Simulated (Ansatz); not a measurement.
Ansatz (a quantum-chemistry and plane-wave program) input (CCSD(T)/def2-SVPD):

Ansatz 0.2 input:
```yaml
crystal:
  periodic: [false, false, false]
  atoms:
    - {symbol: La, position_ang: [-0.05895997, 0.06735437, 0.17856458]}
    - {symbol: Cl, position_ang: [-2.16104533, -1.36952639, -0.44669375]}
    - {symbol: Cl, position_ang: [0.24953509, 2.35910015, -1.05718186]}
    - {symbol: Cl, position_ang: [2.10919956, -1.21540901, 0.90515907]}
basis:
  gaussian:
    orbitals: def2-SVPD
magnetization: {spin_polarized: false}
correlation: {method: ccsd_t, electrons: outside_noble_gas}
output: {forces: true}
```

End of the output:

```
cycle   4  -13.96950819 eV  change    1.3e-3 eV  update   2.8e-3
cycle   5  -13.96739288 eV  change    2.1e-3 eV  update   9.3e-4
cycle   6  -13.96706671 eV  change    3.3e-4 eV  update   3.3e-4
cycle   7  -13.96714598 eV  change   -7.9e-5 eV  update   9.8e-5
cycle   8  -13.96719613 eV  change   -5.0e-5 eV  update   3.4e-5
cycle   9  -13.96719916 eV  change   -3.0e-6 eV  update   9.7e-6
cycle  10  -13.96719621 eV  change    3.0e-6 eV  update   3.6e-6
perturbative correction -0.38138483 eV, -0.0140156340 hartree
the calculation of the forces begins
Total energy: -38369.68476514 eV, -1410.0599072125 hartree
Atom 0 at    -0.058960     0.067354     0.178565 Å, force    -0.056131     0.064123     0.169997 eV/Å
Atom 1 at    -2.161045    -1.369526    -0.446694 Å, force    -0.410795    -0.270993    -0.104327 eV/Å
Atom 2 at     0.249535     2.359100    -1.057182 Å, force     0.054128     0.448139    -0.222071 eV/Å
Atom 3 at     2.109200    -1.215409     0.905159 Å, force     0.412797    -0.241268     0.156401 eV/Å
Dipole moment:    -0.198816     0.227123     0.602130 e Å
```
